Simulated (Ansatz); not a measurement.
Calculation: frozen-core CCSD(T)/cc-pVTZ // B3LYP-D3(BJ)/def2-TZVP (Ansatz, an electronic-structure program). The restricted HF reference is unstable towards unrestricted orbitals.

Ansatz 0.2 input:
```yaml
crystal:
  periodic: [false, false, false]
  atoms:
    - { symbol: C, position_ang: [-1.248004, -0.622071, -0.581795] }
    - { symbol: O, position_ang: [-0.913898, 0.753231, -0.602122] }
    - { symbol: C, position_ang: [0.259815, 1.075154, -0.016999] }
    - { symbol: Si, position_ang: [1.462078, 0.104292, 0.774255] }
    - { symbol: H, position_ang: [-2.206866, -0.72656, -1.083] }
    - { symbol: H, position_ang: [-0.485018, -1.207301, -1.10771] }
    - { symbol: H, position_ang: [-1.324669, -0.980212, 0.451218] }
    - { symbol: H, position_ang: [0.433223, 2.145205, -0.078807] }
    - { symbol: H, position_ang: [1.387798, -1.353066, 0.944135] }
    - { symbol: H, position_ang: [2.635541, 0.81133, 1.300823] }
basis:
  gaussian: { orbitals: cc-pVTZ }
correlation:
  method: ccsd_t
```

Output:

```
Functional definition: HF
1195 factors; integrals over basis functions are off by at most 1.1e-3 eV
mean field evaluation 1: about -12051.6313 eV, gradient 2.9e1 eV
mean field evaluation 2: about -12051.9095 eV, gradient 2.9e1 eV
mean field evaluation 4: about -12054.5005 eV, gradient 5.0e0 eV
mean field evaluation 8: about -12054.5817 eV, gradient 3.9e-1 eV
mean field evaluation 16: about -12054.5829 eV, gradient 2.3e-6 eV
mean field -12054.58285202 eV, -442.9977489219 hartree, gradient 2.3e-6 eV, S^2 0.000000; 0 other end points of the search recorded, 0 dependent functions left out; unrestricted orbitals would lower it
8 core orbitals not correlated
reference -12054.58285202 eV, -442.9977489219 hartree; 12, 12 occupied and 188, 188 virtual orbitals, 1195 factors
second order -19.19882112 eV of doubles, -0.00000000 eV of singles
cycle   1  -19.51148997 eV  change   -3.1e-1 eV  update   1.1e-1
cycle   2  -20.05265556 eV  change   -5.4e-1 eV  update   3.7e-2
cycle   3  -20.19932226 eV  change   -1.5e-1 eV  update   2.1e-2
cycle   4  -20.19159564 eV  change    7.7e-3 eV  update   5.4e-3
cycle   5  -20.18835608 eV  change    3.2e-3 eV  update   2.7e-3
cycle   6  -20.18933226 eV  change   -9.8e-4 eV  update   8.1e-4
cycle   7  -20.18904490 eV  change    2.9e-4 eV  update   3.7e-4
cycle   8  -20.18895083 eV  change    9.4e-5 eV  update   1.6e-4
cycle   9  -20.18899582 eV  change   -4.5e-5 eV  update   7.0e-5
cycle  10  -20.18899265 eV  change    3.2e-6 eV  update   2.5e-5
perturbative correction -0.89396143 eV, -0.0328524765 hartree
Total energy: -12075.66580610 eV, -443.7725331939 hartree
```

Cost: around 2.2 core-minutes (rough).
